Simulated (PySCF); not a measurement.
# One molecule, several mistakes: BGeH5NO

All numbers below are calculated, not measured. They come from PySCF 2.14.0, an open-source quantum chemistry program, on an isolated molecule that a program drew, which may never have been made. The molecule is BGeH5NO (charge 0, doublet), drawn as the SMILES string `NB[O][GeH2]`.

Each row is a Hartree-Fock (HF) and frozen-core CCSD(T) single point in the cc-pVDZ basis, meant for a local HF minimum. Run 1 is clean. Each other run has one planted mistake out of seven kinds, and not every kind appears here: one electron removed, one electron added, multiplicity raised by two, geometry at a saddle point, minimal basis STO-3G, one bond length entered in bohr, all coordinates scaled. The reference is restricted for singlets and unrestricted otherwise, and also for a bond in bohr. Adding or removing an electron swaps singlet and doublet. Electrons count all cores. HOMO and LUMO are orbital energies over both spins, the gradient is its largest component, and the lowest frequency (negative if imaginary) is given only where the gradient is small. Bond lengths are over the 8 bonds as drawn. T1 is the CCSD diagnostic: over 0.02 (restricted) or 0.045 (unrestricted) a single reference is doubtful. Germanium has the cc-pVDZ-PP basis, with a core potential (ECP10MDF) in place of its 10 inner electrons, and its 3s, 3p and 3d shells are frozen in CCSD(T).

Geometry of the clean run:
```xyz
9
BGeH5NO, angstrom
N     1.2113    0.7213    2.2696
B     2.2761    1.0548    1.4143
O     2.1756    1.0948    0.0543
Ge    0.9499    0.5849   -1.1346
H     0.2808    0.5214    1.9667
H     1.3200    0.7128    3.2610
H     3.3411    1.3216    1.9093
H     1.2882    1.3430   -2.4234
H     1.0568   -0.9392   -1.3195
```

```
run  electrons  basis functions  <S^2>  HOMO (eV)  LUMO (eV)  gradient (hartree/bohr)  lowest frequency (cm^-1)  mean bond (Å)  longest bond (Å)      T1  HF (hartree)  CCSD(T) (hartree)                          mistake
  1         57               90  0.754      -9.06       1.01                  3.7e-05                        31         1.3531             1.782  0.0165    -450.36632         -450.93879                         no fault
  2         57               90  1.751      -6.88       1.07                  3.2e-02                         -         1.5094             2.657  0.0812    -450.17337         -450.71232  one bond length entered in bohr
  3         57               90  0.754      -8.84       1.29                  5.9e-02                         -         1.2854             1.693  0.0148    -450.34021         -450.90183           all coordinates scaled
  4         58               90  0.000      -0.65       8.92                  9.3e-02                         -         1.3531             1.782  0.0147    -450.35775         -450.95586                                ?
  5         57               90  0.768      -7.02       2.23                  3.6e-05                     -1185         1.3435             1.778  0.0156    -450.34247         -450.91847                                ?
```

**Which mistake was planted in run 4, and what did it cost?**

It counts 58 electrons, one more than the clean run, at the same geometry and basis. So the mistake is: one electron added. Subtracting run 1 and multiplying by 627.51 kcal/mol a hartree, the energy moved by 5.4 kcal/mol in HF and -10.7 kcal/mol in CCSD(T).

**Which mistake was planted in run 5, and what did it cost?**

The gradient is small, so the point is stationary, but the lowest frequency is imaginary (-1185 cm^-1). So the mistake is: geometry at a saddle point. Subtracting run 1 and multiplying by 627.51 kcal/mol a hartree, the energy moved by 15.0 kcal/mol in HF and 12.8 kcal/mol in CCSD(T).

Cautions from the logs. Run 2: T1 is over the limit, so its CCSD(T) energy is less reliable.
